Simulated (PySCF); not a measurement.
Gas-phase reaction: TiBr₄ + O₂ → TiO₂ + 2 Br₂

Computed with PySCF and rigid-rotor harmonic-oscillator thermochemistry at 1 bar. † marks an energy on the PBE0/def2-TZVP geometry and frequencies. MP2 freezes the core. Open shells (unrestricted): O₂ (multiplicity 3); the rest are closed-shell singlets. B3LYP is the form with VWN-RPA correlation. Br: all electrons, no relativistic terms. MP2 isn't extrapolated to the basis-set limit; its ΔH°(298 K) is 341.5 kJ in def2-SVP and 301.7 kJ in def2-TZVPP. The harmonic model lacks anharmonicity and excited electronic states, which grow with temperature; levels with a mode under 35 cm⁻¹ are left out. Soft modes under 120 cm⁻¹ make the harmonic entropy rough for TiBr₄.

```csv
level,"ΔE electronic, kJ","ΔH°(298 K), kJ","ΔS°(298 K), J/K","ΔG°(1000 K), kJ"
B3LYP/def2-TZVP†,325,320,144,183
BLYP/def2-TZVP†,291,286,144,149
M06-2X/def2-TZVP†,378,373,144,236
MP2/def2-SVP†,346,342,144,204
MP2/def2-TZVPP†,307,302,144,164
PBE0/def2-SVP†,380,375,144,237
r2SCAN/def2-TZVP†,384,379,144,242
LDA/def2-TZVP†,339,334,144,197
ωB97M-V/def2-TZVP†,334,329,144,191
```
ΔH° is lowest at BLYP/def2-TZVP† and highest at r2SCAN/def2-TZVP†. No reference value is set beside these.
